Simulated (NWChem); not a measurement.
System: C₂H₂ClFSi; SMILES C#C[Si@H](F)Cl

Computed with NWChem. Structure relaxed at the PBE0/def2-SVP level. Level B3LYP/def2-SVP: energy and gradient on several grids; changes count from the extra-fine grid, which is no exact limit either.

Q: Which is the coarsest grid (xcoarse; xfine; fine; coarse; medium) from which on the energy stays within 100 μHa and each gradient component within 200 μHa/bohr of xfine?

A: medium.
```json
[
 {"grid": "xcoarse", "size of the energy change (μHa)": "5000", "largest change of a gradient component (μHa/bohr)": "3000", "time, medium = 1 (rough)": "about 1"},
 {"grid": "coarse", "size of the energy change (μHa)": "< 10", "largest change of a gradient component (μHa/bohr)": "400", "time, medium = 1 (rough)": "about 1"},
 {"grid": "medium", "size of the energy change (μHa)": "< 10", "largest change of a gradient component (μHa/bohr)": "50", "time, medium = 1 (rough)": "about 1"},
 {"grid": "fine", "size of the energy change (μHa)": "< 10", "largest change of a gradient component (μHa/bohr)": "< 30", "time, medium = 1 (rough)": "about 1"},
 {"grid": "xfine", "size of the energy change (μHa)": "< 10", "largest change of a gradient component (μHa/bohr)": "< 30", "time, medium = 1 (rough)": "2"}
]
```
